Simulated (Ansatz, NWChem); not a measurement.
# NWChem → Ansatz

This NWChem 7.3.0 job computes SiCl4 (silicon tetrachloride):

mymol.nw:
```
start mymol
title "Cl4Si"
memory 2200 mb

geometry units angstroms noautosym nocenter noautoz
  Cl   -0.962600   -0.087600    1.762300
  Si    0.010000   -0.014700   -0.008300
  Cl    1.655400   -1.185900    0.078100
  Cl   -1.212100   -0.676900   -1.476100
  Cl    0.559300    1.891400   -0.397500
end

basis spherical bse
  * library def2-SVPD
end

scf
  nopen 0
  rhf
  thresh 1e-08
  maxiter 80
end

mp2
  freeze core 25
  tight
end

task mp2 gradient
```

```bash
$ nwchem mymol.nw > mymol.out
```

The coordinates come from a PBE0-D4/def2-TZVP relaxation.

It gives a total energy of -2127.163245 Eh.

**Question.** Translate the job to Ansatz 0.2.0 as an input file of the program's own.

**Answer.** One way, which was run:

input.yaml:
```yaml
basis:
  gaussian:
    orbitals: def2-SVPD
crystal:
  periodic: [false, false, false]
  atoms:
    - {symbol: Cl, position_ang: [-0.962600, -0.087600, 1.762300]}
    - {symbol: Si, position_ang: [0.010000, -0.014700, -0.008300]}
    - {symbol: Cl, position_ang: [1.655400, -1.185900, 0.078100]}
    - {symbol: Cl, position_ang: [-1.212100, -0.676900, -1.476100]}
    - {symbol: Cl, position_ang: [0.559300, 1.891400, -0.397500]}
correlation:
  method: mp2
  frozen_orbitals: {Cl: 5, Si: 5}
output: {forces: true, orbitals: {seedname: orbitals}}
accuracy: high
```

```bash
$ ansatz run input.yaml --threads 1 --pin off --max-ram 2610MiB --events-out events.jsonl --progress --plain --runs-dir runs
```

Its energy is -2127.163245 Eh, 0.000 mEh from the first.
